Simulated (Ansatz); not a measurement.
Isolated molecules relaxed with PBE0-D4/def2-TZVP in Ansatz; ΔE leaves out vibrations. CCSD(T)/CBS adds triple-zeta CCSD(T) − MP2 to the extrapolated MP2 energy (def2 sets, frozen cores). DFT in def2-TZVPP. B3LYP here is the variant with VWN-RPA as its local correlation; programs differ in this. For Se outer-core shells are correlated without core-valence functions, which leaves a few kJ/mol of doubt a bond. Scalar relativity is left out up to krypton. One conformer a species, not always the lowest.

Consider the isomerisation: `C=CC#C[SeH]` → `C1=CC[Se]C=1`.

`C=CC#C[SeH]`:

Cartesian coordinates in Å:
```
C -0.713 1.112 -1.435
C 0.235 1.047 -0.498
C 0.409 -0.026 0.404
C 0.575 -0.935 1.185
Se 0.931 -2.228 2.409
H -1.436 0.316 -1.566
H -0.782 1.970 -2.090
H 0.944 1.865 -0.394
H -0.161 -3.121 1.986
```

`C1=CC[Se]C=1`:

Cartesian coordinates in Å:
```
C 0.613 1.325 -0.048
C 0.813 0.139 0.592
C -0.105 -1.012 0.347
Se -1.303 -0.448 -1.059
C -0.491 1.231 -0.873
H 1.687 -0.072 1.207
H -0.710 -1.353 1.196
H 0.492 -1.865 0.010
H -0.995 2.054 -1.371
```

Problem. Is it downhill or uphill in electronic energy at CCSD(T)/CBS, and by how much? (Best estimate.)

Solution. Ansatz gave: Uphill: ΔE = +1.03 eV.

Problem. What do these levels give: PBE-D4, PBE0-D4, B3LYP-D4, ωB97X-V, B3LYP, HF/def2-TZVPP, MP2/def2-TZVPP, SCS-MP2/def2-TZVPP, CCSD/def2-TZVPP, CCSD(T)/def2-TZVPP, SCS-MP2/def2-QZVPP, CCSD/CBS(def2)? (Best estimate.)

Solution. Computed: PBE-D4 0.77, PBE0-D4 0.91, B3LYP-D4 1.11, ωB97X-V 1.12, B3LYP 1.20, HF/def2-TZVPP 1.70, MP2/def2-TZVPP 1.08, SCS-MP2/def2-TZVPP 1.25, CCSD/def2-TZVPP 1.26, CCSD(T)/def2-TZVPP 1.06, SCS-MP2/def2-QZVPP 1.24, CCSD/CBS(def2) 1.23 eV.

Largest T1 diagnostic among the species: 0.033, so the coupled-cluster value is less sure than usual.

The D4 term adds −0.10 eV with B3LYP and −0.05 eV with PBE0; it sums over pairs of atoms, weighted by their polarisabilities, and B3LYP, whose exchange is more repulsive, gets the larger term. From PBE to PBE0 (25 % exact exchange), in def2-TZVPP and without D4, ΔE moves by +0.13 eV.
